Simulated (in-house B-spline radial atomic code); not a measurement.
Removing one electron from Os IX (Os8+)

Closed shell [Xe] 4f14. Computed with an all-electron radial atomic-structure program (B-spline basis): Koopmans values of Dirac-Hartree-Fock plus a diagonal self-energy, in second order or with its direct term screened (direct RPA, with the hole-particle interaction, or full time-dependent Hartree-Fock), linearised in energy; no-pair Dirac-Coulomb Hamiltonian, finite nucleus. Shifts add to the Koopmans value (the ΔSCF shift is orbital relaxation alone); the final value takes TDHF screening with Breit and QED.

Command:
```bash
python run_mb.py task.json out
```
Settings (nuclear radius in fm, box in bohr, cutoff in hartree):
```
basis_form          2
Z                   76
core_configuration  [Xe] 4f14
rms_radius          5.4126
mass_number         192
speed_of_light      137.036
box_radius          8.273
lmax                7
intervals           61
virtual_cutoff      23104.0
```

Cost of the run: 3.8 min on 1 thread of Arm Neoverse N1, on a shared host.

Energies in eV:

```tsv
subshell	Koopmans	ΔSCF shift	second order	direct RPA	hole-particle	TDHF	Breit + QED	final
5p3/2	167.60	-0.684	?	?	?	?	?	?
5p1/2	182.06	-0.856	0.502	0.679	0.505	0.534	-0.294	182.30
4f7/2	187.94	-6.269	-7.328	-2.837	-3.503	-3.562	0.254	184.63
4f5/2	190.93	-6.456	-7.626	-2.966	-3.648	-3.711	0.155	187.37
```

(1) What does the self-energy do to 5p3/2?

Results:

(1) It shifts the removal energy by 0.835 eV in second order, 0.767 with direct RPA, 0.703 with the hole-particle term and 0.751 with TDHF screening (quasi-particle weight 0.982); Breit and QED add -0.139 eV. The final value is 168.21 eV, against 168.7 ± 0.5 eV (NIST, semi-empirical).
